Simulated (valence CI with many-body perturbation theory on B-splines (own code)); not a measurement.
# E1 transitions of Hf67+

Computed by valence CI with perturbative core correlation (CI+MBPT): three valence electrons over a frozen Dirac-Fock core [He], radial functions for each j: 11 s, 11 p, 10 d, 8 f, 5 g, 2 h, with the one-electron correlation potential Σ1, the two-electron term Σ2, the three-electron term Σ3, Breit, model QED; selected CI, second order for the rest, scaled by the run's own slope (own B-spline code, finite nucleus).

The last digits are not significant, and no measured levels were compared; by estimate large intervals hold to a few tenths of a per cent, small ones and those within an open d or f shell to about a per cent.

Lines 1 to 50 of 577 in falling wavelength, among levels below 14445 eV, chosen from the strongest by gf and those to the six lowest levels. Wavelengths and rates use the calculated energies. Electric multipoles are in the length gauge with retardation, E1 and E2 with the static RPA response of the core. Weak lines are less certain than strong ones. Lines between different terms over intervals too small for the method are left out, as are lines whose strength nearly cancels. The highest levels of a list are the least certain.

Levels are named by their leading jj configuration (3d3/2^4 stands for four electrons in 3d with j = 3/2), which in mixed levels can hold well under half, so a name can repeat and another be missing. Letters in brackets count levels of one name in rising energy.

| λ vac (Å) | Upper | Lower | A (s⁻¹) | S (a.u.) with core polarisation | S without |
| --- | --- | --- | --- | --- | --- |
| 439.9 | (2p1/2^2 4f7/2) J=7/2 | (2p1/2^2 4d5/2) J=5/2 | 5.53e+08 | 1.86e-01 | 1.86e-01 |
| 427.0 | (2s 2p1/2 4f7/2) J=5/2 | (2s 2p1/2 4d5/2) J=3/2 | 5.36e+08 | 1.24e-01 | 1.24e-01 |
| 418.0 | (2s 2p1/2 4f7/2) J=7/2 [b] | (2s 2p1/2 4d5/2) J=5/2 [b] | 5.87e+08 | 1.69e-01 | 1.69e-01 |
| 404.9 | (2s 2p1/2 4f7/2) J=7/2 [a] | (2s 2p1/2 4d5/2) J=5/2 [a] | 6.76e+08 | 1.77e-01 | 1.77e-01 |
| 387.8 | (2s 2p1/2 4f7/2) J=9/2 | (2s 2p1/2 4d5/2) J=7/2 | 8.02e+08 | 2.31e-01 | 2.31e-01 |
| 370.6 | (2s^2 4f7/2) J=7/2 | (2s^2 4d5/2) J=5/2 | 9.17e+08 | 1.84e-01 | 1.84e-01 |
| 230.7 | (2s 2p1/2 4f5/2) J=5/2 [b] | (2s 2p1/2 4d3/2) J=3/2 [b] | 2.89e+09 | 1.05e-01 | 1.05e-01 |
| 225.0 | (2p1/2^2 4f5/2) J=5/2 | (2p1/2^2 4d3/2) J=3/2 | 3.86e+09 | 1.30e-01 | 1.30e-01 |
| 217.9 | (2s 2p1/2 4f5/2) J=5/2 [a] | (2s 2p1/2 4d3/2) J=3/2 [a] | 4.13e+09 | 1.27e-01 | 1.27e-01 |
| 214.7 | (2s^2 4f5/2) J=5/2 | (2s^2 4d3/2) J=3/2 | 4.11e+09 | 1.21e-01 | 1.21e-01 |
| 211.7 | (2s 2p1/2 4f5/2) J=7/2 | (2s 2p1/2 4d3/2) J=5/2 | 4.40e+09 | 1.65e-01 | 1.65e-01 |
| 190.8 | (2s 2p1/2 4d5/2) J=7/2 | (2s 2p1/2 4p3/2) J=5/2 | 1.06e+10 | 2.90e-01 | 2.90e-01 |
| 188.7 | (2p1/2^2 4d5/2) J=5/2 | (2p1/2^2 4p3/2) J=3/2 | 1.12e+10 | 2.22e-01 | 2.22e-01 |
| 186.2 | (2s 2p1/2 4d5/2) J=5/2 [a] | (2s 2p1/2 4p3/2) J=3/2 [a] | 1.11e+10 | 2.12e-01 | 2.12e-01 |
| 184.1 | (2s 2p1/2 4d5/2) J=5/2 [b] | (2s 2p1/2 4p3/2) J=3/2 [b] | 1.01e+10 | 1.86e-01 | 1.86e-01 |
| 176.4 | (2s 2p1/2 4d5/2) J=3/2 | (2s 2p1/2 4p3/2) J=1/2 | 1.01e+10 | 1.09e-01 | 1.09e-01 |
| 173.2 | (2s^2 4d5/2) J=5/2 | (2s^2 4p3/2) J=3/2 | 9.97e+09 | 1.53e-01 | 1.53e-01 |
| 84.12 | (2p3/2^2 3d5/2) J=5/2 [a] | (2p3/2^2 3p3/2) J=3/2 [a] | 1.73e+10 | 3.04e-02 | 3.04e-02 |
| 81.19 | (2p1/2 2p3/2 3d5/2) J=7/2 [a] | (2s 2p3/2 3d5/2) J=5/2 [b] | 1.57e+10 | 3.31e-02 | 3.31e-02 |
| 80.46 | (2p1/2 2p3/2 3d5/2) J=9/2 | (2p1/2 2p3/2 3p3/2) J=7/2 | 3.64e+10 | 9.36e-02 | 9.36e-02 |
| 80.42 | (2p1/2 2p3/2 3d5/2) J=7/2 [b] | (2p1/2 2p3/2 3p3/2) J=5/2 [b] | 2.96e+10 | 6.08e-02 | 6.08e-02 |
| 80.15 | (2s 2p3/2 3d5/2) J=9/2 | (2s 2p3/2 3p3/2) J=7/2 | 3.23e+10 | 8.21e-02 | 8.21e-02 |
| 80.00 | (2s 2p1/2 3d5/2) J=7/2 | (2s 2p1/2 3p3/2) J=5/2 | 3.46e+10 | 6.99e-02 | 6.99e-02 |
| 79.40 | (2s 2p3/2 3d5/2) J=7/2 [a] | (2s 2p3/2 3p3/2) J=5/2 [a] | 2.58e+10 | 5.11e-02 | 5.11e-02 |
| 79.25 | (2s 2p3/2 3d5/2) J=7/2 [b] | (2s 2p3/2 3p3/2) J=5/2 [b] | 2.49e+10 | 4.89e-02 | 4.89e-02 |
| 79.11 | (2p3/2^2 3d5/2) J=7/2 | (2p3/2^2 3p3/2) J=5/2 | 2.73e+10 | 5.33e-02 | 5.33e-02 |
| 78.99 | (2p1/2^2 3d5/2) J=5/2 | (2p1/2^2 3p3/2) J=3/2 | 3.80e+10 | 5.55e-02 | 5.55e-02 |
| 78.70 | (2p3/2^2 3d5/2) J=9/2 | (2p3/2^2 3p3/2) J=7/2 | 3.55e+10 | 8.53e-02 | 8.53e-02 |
| 78.15 | (2p3/2^2 3d5/2) J=5/2 [b] | (2p3/2^2 3p3/2) J=3/2 [b] | 3.42e+10 | 4.83e-02 | 4.83e-02 |
| 78.02 | (2s^2 3d5/2) J=5/2 | (2s^2 3p3/2) J=3/2 | 2.81e+10 | 3.96e-02 | 3.96e-02 |
| 77.95 | (2p1/2 2p3/2 3d5/2) J=5/2 [b] | (2p1/2 2p3/2 3p3/2) J=3/2 [b] | 2.20e+10 | 3.08e-02 | 3.08e-02 |
| 77.94 | (2s 2p1/2 3d5/2) J=5/2 [a] | (2s 2p1/2 3p3/2) J=3/2 [a] | 3.46e+10 | 4.85e-02 | 4.85e-02 |
| 77.59 | (2p1/2 2p3/2 3d5/2) J=7/2 [a] | (2p1/2 2p3/2 3p3/2) J=5/2 [a] | 1.89e+10 | 3.48e-02 | 3.48e-02 |
| 75.76 | (2p1/2 2p3/2 3d5/2) J=5/2 [a] | (2p1/2 2p3/2 3p3/2) J=3/2 [a] | 2.80e+10 | 3.60e-02 | 3.60e-02 |
| 75.44 | (2s 2p1/2 3d5/2) J=5/2 [b] | (2s 2p1/2 3p3/2) J=3/2 [b] | 3.35e+10 | 4.25e-02 | 4.25e-02 |
| 73.88 | (2s 2p3/2 3d5/2) J=5/2 [a] | (2s 2p3/2 3p3/2) J=3/2 [a] | 2.22e+10 | 2.65e-02 | 2.65e-02 |
| 73.24 | (2p1/2 2p3/2 3d5/2) J=3/2 [a] | (2p1/2 2p3/2 3p3/2) J=1/2 [a] | 2.65e+10 | 2.06e-02 | 2.06e-02 |
| 70.69 | (2s 2p1/2 4d3/2) J=3/2 [b] | (2s 2p1/2 4p1/2) J=1/2 [b] | 9.40e+10 | 6.55e-02 | 6.55e-02 |
| 70.32 | (2s 2p1/2 4d3/2) J=1/2 | (2s 2p1/2 4p1/2) J=1/2 [b] | 1.43e+11 | 4.91e-02 | 4.91e-02 |
| 68.89 | (2s^2 4d3/2) J=3/2 | (2s^2 4p1/2) J=1/2 | 1.57e+11 | 1.01e-01 | 1.01e-01 |
| 68.89 | (2p1/2^2 4d3/2) J=3/2 | (2p1/2^2 4p1/2) J=1/2 | 1.89e+11 | 1.22e-01 | 1.22e-01 |
| 68.84 | (2s 2p1/2 4d3/2) J=5/2 | (2s 2p1/2 4p1/2) J=3/2 | 1.80e+11 | 1.74e-01 | 1.74e-01 |
| 68.46 | (2s 2p1/2 4d3/2) J=3/2 [a] | (2s 2p1/2 4p1/2) J=1/2 [a] | 1.85e+11 | 1.17e-01 | 1.17e-01 |
| 68.15 | (2s 2p1/2 2p3/2) J=3/2 [a] | (2s^2 2p3/2) J=3/2 | 1.04e+09 | 6.47e-04 | 6.48e-04 |
| 66.98 | (2s 2p1/2 4p3/2) J=1/2 | (2s 2p1/2 4s) J=1/2 [b] | 1.93e+11 | 5.73e-02 | 5.73e-02 |
| 66.75 | (2s 2p1/2 4d3/2) J=3/2 [b] | (2s 2p1/2 4p1/2) J=3/2 | 7.51e+10 | 4.41e-02 | 4.41e-02 |
| 66.26 | (2s 2p1/2 4p3/2) J=3/2 [b] | (2s 2p1/2 4s) J=1/2 [b] | 1.38e+11 | 7.95e-02 | 7.95e-02 |
| 66.00 | (2s^2 4p3/2) J=3/2 | (2s^2 4s) J=1/2 | 1.46e+11 | 8.30e-02 | 8.29e-02 |
| 65.59 | (2s 2p1/2 4p3/2) J=5/2 | (2s 2p1/2 4s) J=3/2 | 2.14e+11 | 1.78e-01 | 1.79e-01 |
| 65.47 | (2p1/2^2 4p3/2) J=3/2 | (2p1/2^2 4s) J=1/2 | 2.64e+11 | 1.46e-01 | 1.46e-01 |
